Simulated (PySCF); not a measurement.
Breaking a bond: AsH, triplet.

Levels of theory: UKS-TPSSh = unrestricted TPSSh/def2-TZVP run with PySCF; UHF/def2-TZVP (PySCF); UKS-PBE0 = unrestricted PBE0/def2-TZVP run with PySCF 2.14.0.

Magnitude of the dipole moment (D; its direction can reverse along the curve, and a method can change to another solution) and Mulliken charge of the fragment that holds As1:

| R / Å | μ UKS-TPSSh | q UKS-TPSSh | μ UHF | q UHF | μ UKS-PBE0 | q UKS-PBE0 |
|---|---|---|---|---|---|---|
| 1.24 | 0.68 | -0.05 | 0.79 | -0.03 | 0.68 | -0.06 |
| 1.30 | 0.59 | -0.06 | 0.70 | -0.04 | 0.59 | -0.07 |
| 1.38 | 0.46 | -0.06 | 0.56 | -0.05 | 0.47 | -0.08 |
| 1.46 | 0.32 | -0.06 | 0.42 | -0.05 | 0.34 | -0.07 |
| 1.49 | 0.27 | -0.05 | 0.36 | -0.05 | 0.29 | -0.07 |
| 1.53 | 0.20 | -0.05 | 0.29 | -0.04 | 0.22 | -0.06 |
| 1.58 | 0.11 | -0.04 | 0.19 | -0.04 | 0.14 | -0.06 |
| 1.62 | 0.04 | -0.04 | 0.11 | -0.03 | 0.07 | -0.05 |
| 1.69 | 0.08 | -0.03 | 0.03 | -0.02 | 0.05 | -0.04 |
| 1.80 | 0.27 | -0.01 | 0.25 | 0.00 | 0.24 | -0.02 |
| 1.91 | 0.46 | 0.01 | 0.44 | 0.01 | 0.42 | -0.01 |

The scan ran from 1.24 to 6.20 Å; beyond the distances shown one of the unrestricted levels run for this scan, shown here or not, changes its spin distribution in one step.
